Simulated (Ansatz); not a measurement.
Reaction (redistribution): `[CH3][Ge]([F])([F])[F]` + `N[SiH2]O[SiH](N)F` → `[CH3][GeH]([F])[F]` + `N[SiH2]O[Si](N)(F)F`

Calculated with Ansatz (gas phase, PBE0-D4/def2-TZVP geometries, no zero-point term in ΔE). CCSD(T)/CBS adds triple-zeta CCSD(T) − MP2 to the extrapolated MP2 energy (def2 sets, frozen cores). DFT in def2-TZVPP. B3LYP here is the variant with VWN-RPA as its local correlation; programs differ in this. For Ge outer-core shells are correlated without core-valence functions, which leaves a few kJ/mol of doubt a bond. Scalar relativity is left out up to krypton. One conformer a species, not always the lowest.

```json
{"level": "PBE-D4", "ΔE (kJ/mol)": "-78.7", "difference from CCSD(T)/CBS": "8.2"}
{"level": "r2SCAN-D4", "ΔE (kJ/mol)": "-84.5", "difference from CCSD(T)/CBS": "2.4"}
{"level": "PBE0-D4", "ΔE (kJ/mol)": "-84.2", "difference from CCSD(T)/CBS": "2.7"}
{"level": "B3LYP-D4", "ΔE (kJ/mol)": "-85.1", "difference from CCSD(T)/CBS": "1.8"}
{"level": "ωB97X-V", "ΔE (kJ/mol)": "-80.9", "difference from CCSD(T)/CBS": "6.0"}
{"level": "ωB97M-V", "ΔE (kJ/mol)": "-84.8", "difference from CCSD(T)/CBS": "2.1"}
{"level": "B2PLYP", "ΔE (kJ/mol)": "-82.6", "difference from CCSD(T)/CBS": "4.3"}
{"level": "PBE", "ΔE (kJ/mol)": "-77.8", "difference from CCSD(T)/CBS": "9.1"}
{"level": "r2SCAN", "ΔE (kJ/mol)": "-84.3", "difference from CCSD(T)/CBS": "2.6"}
{"level": "PBE0", "ΔE (kJ/mol)": "-83.5", "difference from CCSD(T)/CBS": "3.4"}
{"level": "B3LYP", "ΔE (kJ/mol)": "-83.8", "difference from CCSD(T)/CBS": "3.1"}
{"level": "HF/def2-TZVPP", "ΔE (kJ/mol)": "-87.5", "difference from CCSD(T)/CBS": "-0.6"}
{"level": "MP2/def2-TZVPP", "ΔE (kJ/mol)": "-81.4", "difference from CCSD(T)/CBS": "5.5"}
{"level": "SCS-MP2/def2-TZVPP", "ΔE (kJ/mol)": "-79.9", "difference from CCSD(T)/CBS": "7.0"}
{"level": "CCSD/def2-TZVPP", "ΔE (kJ/mol)": "-84.2", "difference from CCSD(T)/CBS": "2.7"}
{"level": "CCSD(T)/def2-TZVPP", "ΔE (kJ/mol)": "-82.0", "difference from CCSD(T)/CBS": "4.9"}
{"level": "HF/def2-QZVPP", "ΔE (kJ/mol)": "-88.1", "difference from CCSD(T)/CBS": "-1.2"}
{"level": "MP2/def2-QZVPP", "ΔE (kJ/mol)": "-84.4", "difference from CCSD(T)/CBS": "2.5"}
{"level": "SCS-MP2/def2-QZVPP", "ΔE (kJ/mol)": "-82.7", "difference from CCSD(T)/CBS": "4.2"}
{"level": "HF/CBS(def2)", "ΔE (kJ/mol)": "-88.1", "difference from CCSD(T)/CBS": "-1.2"}
{"level": "MP2/CBS(def2)", "ΔE (kJ/mol)": "-86.3", "difference from CCSD(T)/CBS": "0.6"}
{"level": "CCSD/CBS(def2)", "ΔE (kJ/mol)": "-89.1", "difference from CCSD(T)/CBS": "-2.2"}
{"level": "CCSD(T)/CBS", "ΔE (kJ/mol)": "-86.9", "difference from CCSD(T)/CBS": "0"}
```

Largest T1 diagnostic among the species: 0.012.

From PBE to PBE0 (25 % exact exchange), in def2-TZVPP and without D4, ΔE moves by −5.6 kJ/mol. In def2-TZVPP, CCSD(T) changes the Hartree–Fock value by +5.5 kJ/mol (the triples alone add +2.2 kJ/mol) and MP2 by +6.2 kJ/mol.
